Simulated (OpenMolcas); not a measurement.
**Ru5+: moving or changing the point charges**

Ru5+ among 8 point charges of -1.2 e arranged as a cube (Oh), 2.12 Å from the ion.

```json
{"Program": "OpenMolcas 26.06", "Method": "SS-CASPT2, IPEA 0.25 Eh, imaginary shift 0.1 Eh (closed shells correlated: 4s 4p)", "Basis": "ANO-RCC-VTZP [7s6p4d2f1g]", "Scalar Hamiltonian": "DKH2, point nucleus", "Active space": "3 electrons in 5 orbitals (4d)", "State averaging": "2S+1 = 4 even, 10 roots; 2S+1 = 2 even, 40 roots", "Spin-orbit coupling": "state interaction with AMFI integrals over the reference wave functions"}
```

Runs around this geometry, states (labels of O, the rotations of Oh). Energies in cm-1 above the lowest state or level, χT in cm3 K/mol; under a threefold ground state the first gap can be a small split of the lowest multiplet, not the spin-orbit step.

```
R (Å)  q (e)  Ground state  First state of that spin  First gap with spin-orbit (degeneracies)  χT at 300 K  First state of another spin
 2.12  -0.96           4T1                  4T2 1400                               1040 (4, 2)        0.201                     2E 14380
    2   -1.2           4T1                  4T2 2300                                910 (4, 2)        0.231                     2E 13710
 2.12   -1.2           4T1                  4T2 1680                               1000 (4, 2)        0.210                     2E 14030
 2.27   -1.2           4T1                   4T2 980                               1110 (4, 2)        0.191                    2T2 14150
```

Scaling the charges by -0.96 / -1.2 = 0.80 scales the first state of the same spin by 1400 / 1680 = 0.83; with fixed orbitals a first-order splitting would follow the charge.

Roots that are degenerate in the reference are averaged as groups; the widest CASPT2 spread within a group is 330 cm-1 (the 3-fold group of multiplicity 4 near 1680 cm-1 above the lowest state of its run, R = 2.12, q = -1.2). Shifts and gaps below about the spread of the groups concerned are not significant. Point charges give a weaker field than real ligands, and real ions of this kind are as a rule low spin; the high spin found here belongs to the model. Free-ion shares, where given, are those of the reference states; single-state CASPT2 does not remix them. An orbital triplet at a regular site is open to Jahn-Teller coupling, which can distort the site and quench the lowest spin-orbit gaps and is left out (holds for R = 2.12, q = -0.96; R = 2, q = -1.2; R = 2.12, q = -1.2). The ground term spreads over less than 5000 cm-1, several times less than with real ligands, so orbital moments are less quenched and χT lies further from the spin-only value than at real sites (holds for R = 2.12, q = -0.96; R = 2.12, q = -1.2; R = 2.27, q = -1.2). Spin-orbit coupling mixes the spin-free states strongly: the lowest level takes only 66 % from its leading state, 4T1 (holds for R = 2.27, q = -1.2). This is an electrostatic model: the charges have no orbitals. No measured value stands beside these numbers.
